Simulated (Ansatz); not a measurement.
Input for Ansatz (a first-principles code): R-CCSD(T)/aug-cc-pVTZ on HLiO (SMILES [Li][OH]), atoms moved off the minimum.

Ansatz 0.2 input:
```yaml
crystal:
  periodic: [false, false, false]
  atoms:
    - {symbol: Li, position_ang: [0.02807018, -0.00182984, -1.16848901]}
    - {symbol: O, position_ang: [0.02270291, 0.00523890, 0.17654580]}
    - {symbol: H, position_ang: [-0.05475103, -0.02948210, 1.12484276]}
basis:
  gaussian:
    orbitals: aug-cc-pVTZ
magnetization: {spin_polarized: false}
correlation: {method: ccsd_t, electrons: outside_noble_gas}
scf: {lower_state_search: off}
output: {forces: true}
```

The head of its log:

```
WARN ansatz: RAYON_NUM_THREADS=1 ignored (pool sized by the plan → 1); use --threads N
Functional definition: HF
these checks for a lower state are left out or cut short: starts, cluster_reference, orbital_swaps, neighbouring_geometries, increment
integrals: 0.16 GiB planned
632 factors; integrals over basis functions are off by at most 1.2e-3 eV
mean field: 0.15 GiB planned
mean field evaluation 1: about -2251.9319 eV, gradient 5.3e1 eV
mean field evaluation 2: about -2251.9344 eV, gradient 5.3e1 eV
mean field evaluation 4: about -2256.5496 eV, gradient 1.4e0 eV
mean field evaluation 8: about -2256.5565 eV, gradient 2.7e-5 eV
mean field -2256.55650692 eV, -82.9269220803 hartree, gradient 1.5e-6 eV, S^2 0.000000; 0 other end points of the search recorded, 0 dependent functions left out
2 core orbitals not correlated
reference -2256.55650692 eV, -82.9269220803 hartree; 4, 4 occupied and 109, 109 virtual orbitals, 632 factors
densities: 0.67 GiB planned
```

Question: What total energy does the run end on?

Answer: -83.2109 hartree (reference determinant -82.9269, T1 diagnostic 0.013).
